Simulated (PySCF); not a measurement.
Electron correlation in Os²⁺ (osmium, charge +2)

[Xe] 4f14 5d5 6p1, high-spin 7P determinant (an excited configuration). Computed with PySCF 2.14 in aug-cc-pVDZ-PP with ECP60MDF (5s5p4d2f, 54 functions), with a scalar-relativistic core potential. Frozen: 5s2 5p6; 6 electrons correlated.

| level | correlation energy (mhartree) |
| --- | --- |
| CCSD | -60.71 |
| (T) | -0.39 |
| CCSD(T) | -61.10 |

Diagnostics: T1 = 0.0055, D1 = 0.0127, largest double amplitude 0.028.

Is a single reference adequate?

Yes, within this model without spin-orbit coupling: T1 lies below 0.03 and no double amplitude reaches 0.07.
